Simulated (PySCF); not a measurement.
# Cr²⁺ (chromium, charge +2) across methods

[Ar] 3d3 4s1, high-spin 5F determinant (an excited configuration). Calculation: PySCF 2.14, in dyall-av2z; the non-relativistic Hamiltonian (point nucleus). The B2PLYP total includes its PT2 part (frozen core); its orbital energies are those of the SCF part.

```
   method  E (hartree)  mean ε 3p β (eV)  mean ε 3d α (eV)  mean ε 4s α (eV)  Σ⟨r²⟩ (bohr²)   ⟨S²⟩
      LDA    -1041.030           -70.992           -30.735           -21.588          21.80  6.000
   r2SCAN    -1043.299           -71.733           -31.402           -21.490          21.75  6.001
    M06-L    -1043.266           -71.808           -30.903           -21.156          21.71  6.001
CAM-B3LYP    -1043.375           -75.207           -34.634           -23.315          21.76  6.001
      PBE    -1043.072           -70.852           -30.670           -21.299          21.80  6.000
     PBE0    -1043.118           -73.807           -33.203           -22.044          21.75  6.001
      UHF  -1042.34696           -81.112           -40.073           -23.893          21.83  6.002
   B2PLYP    -1043.077           -76.550           -35.720           -22.723          21.76  6.001
    B97-3    -1043.201           -74.036           -33.234           -21.946          21.74  6.001
```
